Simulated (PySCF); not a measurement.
Geometry:
```tsv
atom	x (Å)	y (Å)	z (Å)
C1	-1.727	-1.990	0.442
O2	-1.731	-0.662	-0.004
Si3	-0.496	0.228	-0.550
N4	-0.967	1.870	-0.764
O5	0.629	0.160	0.636
C6	1.850	0.838	0.644
C7	2.877	0.090	-0.055
N8	3.666	-0.524	-0.607
H9	-0.919	-2.157	1.156
H10	-1.602	-2.673	-0.401
H11	-2.686	-2.182	0.924
H12	0.042	-0.231	-1.825
H13	-1.265	2.378	0.055
H14	-1.597	2.074	-1.521
H15	1.757	1.823	0.168
H16	2.161	0.967	1.689
```

Geometry: GFN2-xTB; GIAO absolute shieldings from PySCF, gas phase, non-relativistic, averaged over equivalent atoms.

At KT3/pcSseg-1 (183 basis functions, 110 s wall time on 1 thread of an Intel Xeon, shared host):
```
     atoms  σ (ppm)
        C7     75.3
        C1    132.3
        C6    133.7
        O2    283.5
        O5    292.1
       Si3    413.3
        N8    -17.3
        N4    237.9
       H15    26.87
       H12    27.06
       H16    27.13
H9/H10/H11    27.81
   H13/H14    31.26
```

Problem. What do these become at PBE0/pcSseg-1?

Solution. 
| atoms | σ at PBE0/pcSseg-1 | change |
| --- | --- | --- |
| C7 | 65.0 | -10.3 |
| C1 | 134.8 | +2.5 |
| C6 | 136.9 | +3.2 |
| O2 | 297.2 | +13.7 |
| O5 | 305.5 | +13.4 |
| Si3 | 395.1 | -18.2 |
| N8 | -40.8 | -23.5 |
| N4 | 240.3 | +2.4 |
| H15 | 26.96 | +0.09 |
| H12 | 27.03 | -0.03 |
| H16 | 27.13 | +0.00 |
| H9/H10/H11 | 27.81 | +0.00 |
| H13/H14 | 31.14 | -0.12 |

The largest change is at N8 (nitrile nitrogen). Cost: 183 basis functions, 34 s wall time on 1 thread of an Arm Neoverse V1, shared host. The order of the carbon signals is the same at both levels.
